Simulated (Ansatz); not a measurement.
`[OH2+][In-]([F])([F])[F]` → 3 F• + 2 H• + In• + O•  (atomization)

Gas-phase electronic energies from Ansatz, PBE0-D4/def2-TZVP geometries. CCSD(T)/CBS adds triple-zeta CCSD(T) − MP2 to the extrapolated MP2 energy (def2 sets, frozen cores). This one scheme is used for every species, atoms too. Functionals use def2-TZVPP. B3LYP here is the variant with VWN-RPA as its local correlation; programs differ in this. HSE06 is defined as in plane-wave codes. Open shells (•) are unrestricted, without spin–orbit coupling. Spin–orbit coupling would lower the free atoms: a little for F, O; strongly for In. def2 core potentials past Kr. Bonds to In are less sure, by a few kJ/mol each and by 10 to 20 or more in all where they break to atoms, as the def2 sets lack core-valence functions. Each species was taken in one conformer, which may not be the lowest.

| level | ΔE (eV) | difference from CCSD(T)/CBS |
| --- | --- | --- |
| LDA (SPW92) | 27.98 | 3.82 |
| PBE-D4 | 24.17 | 0.01 |
| revPBE-D4 | 23.21 | -0.95 |
| B97M-V | 23.63 | -0.53 |
| r2SCANh-D4 | 23.32 | -0.84 |
| HSE06-D4 | 23.13 | -1.03 |
| PBE-QIDH | 23.15 | -1.01 |
| PBE | 24.06 | -0.10 |
| B3LYP | 23.07 | -1.09 |
| HSE06 | 23.04 | -1.12 |
| BHLYP | 21.82 | -2.34 |
| HF/def2-SVP | 15.49 | -8.67 |
| MP2/def2-SVP | 23.27 | -0.89 |
| CCSD/def2-SVP | 21.84 | -2.32 |
| CCSD(T)/def2-SVP | 22.07 | -2.09 |
| HF/CBS(def2) | 15.90 | -8.26 |
| CCSD(T)/CBS | 24.16 | 0 |

Largest T1 diagnostic among the species: 0.015.

In def2-TZVPP, CCSD(T) changes the Hartree–Fock value by +7.38 eV (the triples alone add +0.51 eV) and MP2 by +8.42 eV; breaking electron pairs costs correlation energy, which Hartree–Fock lacks. From PBE to PBE0 (25 % exact exchange), in def2-TZVPP and without D4, ΔE moves by −1.03 eV: exact exchange takes away binding that semilocal exchange gives to molecules.

For atomizations the MP2-based limit and the directly extrapolated one differ by several kJ/mol either way, and by 10 to 25 for some Ge, Se and Sn compounds, so smaller differences from it don't rank the levels.
